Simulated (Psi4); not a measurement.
Psi4 input (wB97X-D/6-311+G**):

```
memory 1500 MB

molecule {
1 2
B    -0.00000000   -0.00000000   -0.84990600
O     0.00000000    0.00000000    0.36417600
H     0.00000000    0.00000000    1.33612200
symmetry c1
no_reorient
no_com
}

set {
  basis 6-311+G**
  reference uks
  scf_type pk
  dft_radial_points 99
  dft_spherical_points 590
  e_convergence 1e-8
  d_convergence 1e-7
  maxiter 150
}

e = energy('wb97x-d')
print_out(f'\nFINAL {e:.10f} DIPOLE {variable("CURRENT DIPOLE")[0]:.6f} {variable("CURRENT DIPOLE")[1]:.6f} {variable("CURRENT DIPOLE")[2]:.6f}\n')
```

Output:

```
   => Loading Basis Set <=

    Name: 6-311+G**
    Role: ORBITAL
    Keyword: BASIS
    atoms 1 entry B          line   108 file 6-311pgss.gbs
    atoms 2 entry O          line   171 file 6-311pgss.gbs
    atoms 3 entry H          line    42 file 6-311pgss.gbs

   => WB97X-D: Empirical Dispersion <=

    Chai and Head-Gordon Dispersion Correction
    Chai, J.-D.; Head-Gordon, M. (2010), J. Chem. Phys., 132: 6615-6620

        s6 =       1.000000

         ---------------------------------------------------------
                                   SCF
               by Justin Turney, Rob Parrish, Andy Simmonett
                          and Daniel G. A. Smith
                              UKS Reference
         ---------------------------------------------------------

  ==> Geometry <==

    Molecular point group: c1
    Full point group: C_inf_v

    Geometry (in Angstrom), charge = 1, multiplicity = 2:

       Center              X                  Y                   Z               Mass
    ------------   -----------------  -----------------  -----------------  -----------------
         B            0.000000000000     0.000000000000    -0.849906000000    11.009305360000
         O            0.000000000000     0.000000000000     0.364176000000    15.994914619570
         H            0.000000000000     0.000000000000     1.336122000000     1.007825032230

  Running in c1 symmetry.

  Rotational constants: A = ************  B =      1.41983  C =      1.41983 [cm^-1]
  Rotational constants: A = ************  B =  42565.51792  C =  42565.51792 [MHz]
  Nuclear repulsion =   23.000617146575408

  Charge       = 1
  Multiplicity = 2
  Electrons    = 13
  Nalpha       = 7
  Nbeta        = 6

  ==> Algorithm <==

  SCF Algorithm Type is PK.
  DIIS enabled.
  MOM disabled.
  Fractional occupation disabled.
  Guess Type is SAD.
  Energy threshold   = 1.00e-08
  Density threshold  = 1.00e-07
  Integral threshold = 1.00e-12

  ==> Primary Basis <==

  Basis Set: 6-311+G**
    Blend: 6-311+G**
    Number of shells: 24
    Number of basis functions: 50
    Number of Cartesian functions: 52
    Spherical Harmonics?: true
    Max angular momentum: 2

  ==> DFT Potential <==

   => LibXC <=

    Version 7.1.2
    S. Lehtola, C. Steigemann, M. J. T. Oliveira, and M. A. L. Marques,  SoftwareX 7, 1–5 (2018) (10.1016/j.softx.2017.11.002)

   => Composite Functional: WB97X-D <=

    wB97X-D Hyb-GGA Exchange-Correlation Functional

    J.-D. Chai and M. Head-Gordon,  Phys. Chem. Chem. Phys. 10, 6615–6620 (2008) (10.1039/B810189B)

    Deriv               =              1
    GGA                 =           TRUE
    Meta                =          FALSE

    Exchange Hybrid     =           TRUE
    MP2 Hybrid          =          FALSE

   => Exchange-Correlation Functionals <=

    1.0000   wB97X-D range-separated functional

   => Exact (HF) Exchange <=

    0.7780            HF,LR [omega = 0.2000]
    0.2220               HF

   => LibXC Density Thresholds  <==

    XC_HYB_GGA_XC_WB97X_D:  1.00E-14

   => Molecular Quadrature <=

    Radial Scheme          =       TREUTLER
    Pruning Scheme         =           NONE
    Nuclear Scheme         =       TREUTLER

    Blocking Scheme        =         OCTREE
    BS radius alpha        =              1
    Pruning alpha          =              1
    Radial Points          =             99
    Spherical Points       =            590
    Total Points           =         171361
    Total Blocks           =           1314
    Max Points             =            256
    Max Functions          =             50
    Weights Tolerance      =       1.00E-15

  ==> Integral Setup <==

  Using in-core PK algorithm.
   Calculation information:
      Number of atoms:                   3
      Number of AO shells:              24
      Number of primitives:             44
      Number of atomic orbitals:        52
      Number of basis functions:        50

      Integral cutoff                 1.00e-12
      Number of threads:                 1

  Performing in-core PK
  Using 2440350 doubles for integral storage.
  We computed 45149 shell quartets total.
  Whereas there are 45150 unique shell quartets.

  Computing range-separated integrals for PK
  We computed 45149 wK shell quartets total.
  Whereas there are 45150 wK unique shell quartets.

  ==> DiskJK: Disk-Based J/K Matrices <==

    J tasked:                  Yes
    K tasked:                  Yes
    wK tasked:                 Yes
    Omega:               2.000E-01
    Schwarz Cutoff:          1E-12


  Cached 100.0% of DFT collocation blocks in 0.232 [GiB].

  Minimum eigenvalue in the overlap matrix is 3.9291094590E-04.
  Reciprocal condition number of the overlap matrix is 7.0151857867E-05.
    Using symmetric orthogonalization.

  ==> Pre-Iterations <==

  SCF Guess: Superposition of Atomic Densities via on-the-fly atomic UHF (no occupation information).

   -------------------------
    Irrep   Nso     Nmo
   -------------------------
     A         50      50
   -------------------------
    Total      50      50
   -------------------------

  ==> Iterations <==

                        Total Energy        Delta E     RMS |[F,P]|

   @UKS iter SAD:   -99.99077009228196   -9.99908e+01   0.00000e+00
   @UKS iter   1:  -100.16617435222585   -1.75404e-01   1.14576e-02 ADIIS/DIIS
   @UKS iter   2:  -100.10195101853201    6.42233e-02   1.44066e-02 ADIIS/DIIS
   @UKS iter   3:  -100.27703308375820   -1.75082e-01   8.35038e-04 ADIIS/DIIS
   @UKS iter   4:  -100.27798908343517   -9.56000e-04   1.87998e-04 ADIIS/DIIS
   @UKS iter   5:  -100.27808810063945   -9.90172e-05   5.94229e-05 DIIS
   @UKS iter   6:  -100.27810711834049   -1.90177e-05   2.40033e-05 DIIS
   @UKS iter   7:  -100.27811121985647   -4.10152e-06   6.87793e-06 DIIS
   @UKS iter   8:  -100.27811146236252   -2.42506e-07   9.24049e-07 DIIS
   @UKS iter   9:  -100.27811146650568   -4.14316e-09   1.41420e-07 DIIS
   @UKS iter  10:  -100.27811146655188   -4.61995e-11   2.55541e-08 DIIS
  Energy and wave function converged.

  ==> Post-Iterations <==

   Electrons on quadrature grid:
      Nalpha   =    7.0000000062 ; deviation = 6.155e-09
      Nbeta    =    6.0000000054 ; deviation = 5.370e-09
      Ntotal   =   13.0000000115 ; deviation = 1.152e-08

   @Spin Contamination Metric:   8.336950901E-03
   @S^2 Expected:                7.500000000E-01
   @S^2 Observed:                7.583369509E-01
   @S   Expected:                5.000000000E-01
   @S   Observed:                5.000000000E-01

    Orbital Energies [Eh]
    ---------------------

    Alpha Occupied:

       1A    -19.632538     2A     -7.317717     3A     -1.500526
       4A     -1.080875     5A     -0.823288     6A     -0.823288
       7A     -0.722861

    Alpha Virtual:

       8A     -0.237884     9A     -0.237884    10A     -0.138574
      11A     -0.086426    12A     -0.068893    13A     -0.068893
      14A     -0.043330    15A      0.047656    16A      0.059057
      17A      0.059057    18A      0.115595    19A      0.146851
      20A      0.216993    21A      0.216993    22A      0.276557
      23A      0.355871    24A      0.575364    25A      0.575364
      26A      0.639202    27A      0.678775    28A      0.678775
      29A      0.809600    30A      0.809600    31A      0.973732
      32A      1.046154    33A      1.281101    34A      1.345252
      35A      1.345252    36A      1.610232    37A      1.610232
      38A      1.821641    39A      2.058561    40A      2.558712
      41A      2.558713    42A      2.576739    43A      2.997318
      44A      2.997318    45A      3.837390    46A      4.699059
      47A      4.699059    48A      5.500513    49A     14.535063
      50A     49.629740

    Beta Occupied:

       1A    -19.633502     2A     -7.302239     3A     -1.501678
       4A     -1.076188     5A     -0.823192     6A     -0.823192

    Beta Virtual:

       7A     -0.312035     8A     -0.167832     9A     -0.167832
      10A     -0.124093    11A     -0.054096    12A     -0.050659
      13A     -0.050659    14A     -0.013549    15A      0.069813
      16A      0.069813    17A      0.083629    18A      0.141157
      19A      0.251112    20A      0.261856    21A      0.261856
      22A      0.286426    23A      0.461190    24A      0.617734
      25A      0.617734    26A      0.681894    27A      0.749477
      28A      0.749477    29A      0.814809    30A      0.814809
      31A      0.981719    32A      1.058897    33A      1.368112
      34A      1.368112    35A      1.396197    36A      1.651300
      37A      1.651300    38A      1.881984    39A      2.094417
      40A      2.552989    41A      2.552990    42A      2.579499
      43A      3.001359    44A      3.001359    45A      3.843306
      46A      4.694382    47A      4.694382    48A      5.505476
      49A     14.562798    50A     49.629115

    Final Occupation by Irrep:
              A
    DOCC [     6 ]
    SOCC [     1 ]
    NA   [     7 ]
    NB   [     6 ]

  @UKS Final Energy:  -100.27811146655188

   => Energetics <=

    Nuclear Repulsion Energy =             23.0006171465754079
    One-Electron Energy =                -177.4274629410992929
    Two-Electron Energy =                  63.0234707205715594
    DFT Exchange-Correlation Energy =      -8.8746551575219428
    Empirical Dispersion Energy =          -0.0000812350775812
    VV10 Nonlocal Energy =                  0.0000000000000000
    Total Energy =                       -100.2781114665518629

  UHF NO Occupations:
  HONO-2 :    5  A 1.9979260
  HONO-1 :    6  A 1.9979260
  HONO-0 :    7  A 1.0000000
  LUNO+0 :    8  A 0.0020740
  LUNO+1 :    9  A 0.0020740
  LUNO+2 :   10  A 0.0000142
  LUNO+3 :   11  A 0.0000085

Computation Completed

Properties will be evaluated at   0.000000,   0.000000,   0.000000 [a0]

Properties computed using the SCF density matrix

 Multipole Moments:

 ------------------------------------------------------------------------------------
     Multipole            Electronic (a.u.)      Nuclear  (a.u.)        Total (a.u.)
 ------------------------------------------------------------------------------------

 L = 1.  Multiply by 2.5417464519 to convert [e a0] to [Debye]
 Dipole X            :         -0.0000000            0.0000000           -0.0000000
 Dipole Y            :         -0.0000000            0.0000000           -0.0000000
 Dipole Z            :         -0.1772607           -0.0000000           -0.1772607
 Magnitude           :                                                    0.1772607

 ------------------------------------------------------------------------------------

FINAL -100.2781114666 DIPOLE -0.000000 -0.000000 -0.177261

*** Psi4 exiting successfully. Buy a developer a beer!
```

The dipole moment of an ion depends on the origin.

The geometry given is a B3LYP-D3(BJ)/def2-TZVP minimum.
